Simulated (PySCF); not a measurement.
NICS in one family of compounds.

Definitions: NICS(0) = −σiso at the ring centroid; NICS(1) = −σiso and NICS(1)zz = −σzz at ±1 Å along the ring normal z. Level: GIAO PBE0/pcSseg-1 (PySCF, non-relativistic, gas phase) on the GFN2-xTB geometries, one conformer each. Atom numbers follow the mapped SMILES.

Question: Order these rings by mean NICS(1)zz, lowest (most negative) first (ppm).
A. ring C3–C4–C5–C6–C7–C8 in `[CH2:1]=[CH:2][c:3]1[cH:4][cH:5][cH:6][cH:7][c:8]1[O-:9]` (charge -1)
B. ring C3–C4–C5–C6–C7–C9 in `[CH:1]#[C:2][c:3]1[cH:4][cH:5][cH:6][c:7]([OH:8])[c:9]1[O-:10]` (charge -1)
C. ring C3–C4–C5–N6–C7–C8 in `[CH:1]#[C:2][c:3]1[cH:4][cH:5][n:6][cH:7][c:8]1[O-:9]` (charge -1)

Answer: B (-17.4), C (-15.6), A (-13.9).

```csv
SMILES,ring,NICS(0),NICS(1),NICS(1)zz,HOMA,rms pucker (Å),ring atoms with four or more neighbours
C#Cc1cccc(O)c1[O-],6-membered carbocycle; formal bonds all aromatic,-7.0,-8.2,-17.4,0.77,0.00,0
C#Cc1ccncc1[O-],6-membered ring with N; formal bonds all aromatic,-3.3,-6.9,-15.6,0.73,0.00,0
C=Cc1ccccc1[O-],6-membered carbocycle; formal bonds all aromatic,-3.3,-6.4,-13.9,0.71,0.00,0
```

NICS(0) ties some rings at the printed digit and otherwise keeps the order. The isotropic NICS(1) gives the same order. HOMA uses Krygowski's 1993 parameters. NICS(1) and NICS(1)zz are means over the two faces.
